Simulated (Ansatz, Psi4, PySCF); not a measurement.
Process, species as SMILES: CC(C)CO -> CC(C)[CH]O + H atom (the C-H bond breaks)

Quantity: bond dissociation energy (electronic), in kcal/mol. Terms: UHF or UKS for open shells; non-relativistic; 6-31G* and kin with 6d, 5d where marked; dispersion terms only where a functional's name holds one; LANL2DZ all-electron up to Ne; 6-311+G** with 5d; valence correlation only; no spin-orbit coupling. CBS(X,Y): correlation extrapolated as X^-3; Hartree-Fock from the larger set. First-principles rows: single points at B3LYP-D3(BJ) geometries (Ansatz, a quantum-chemistry and plane-wave program).

Coupled cluster (Ansatz) is a level with limits of its own, used here on species with T1 under 0.025 (0.045 for open shells) and stable references: CCSD(T)/CBS(cc-pVTZ,cc-pVQZ).

Value to compare with, CCSD(T)/CBS(cc-pVTZ,cc-pVQZ) (Ansatz): 102.9 kcal/mol.

| level | program | bond dissociation energy (electronic) (kcal/mol) | difference |
|---|---|---|---|
| HF/LANL2DZ | Ansatz | 79.1 | -23.8 |
| PBE/3-21G | Ansatz | 98.7 | -4.2 |
| PBE/LANL2DZ | Ansatz | 98.9 | -4.0 |
| B3LYP/3-21G | Ansatz | 100.7 | -2.2 |
| B3LYP/LANL2DZ | Ansatz | 100.4 | -2.5 |
| B3LYP/6-31G* | Ansatz | 99.6 | -3.3 |
| PBE0/6-311+G** | Ansatz | 97.5 | -5.4 |
| wB97X-D/6-31G* | Psi4 | 101.1 | -1.8 |
| B3PW91/6-31G* (5d) | PySCF | 98.4 | -4.5 |
| PBE/def2-TZVPD | Ansatz | 96.1 | -6.8 |

Among the 9 habitual levels, HF/LANL2DZ lies farthest from CCSD(T)/CBS(cc-pVTZ,cc-pVQZ) (Ansatz) (-23.8 kcal/mol); 0 of 9 lie above it, and their mean absolute difference is 5.7 kcal/mol, the median 4.0. One case shows no general order.

The levels are drawn from those run, B3LYP/6-31G* more often than the rest, none by its result; left out are runs that failed, that the program found above a lower state of the same kind, or whose <S^2> lies over 0.5 above the pure value.
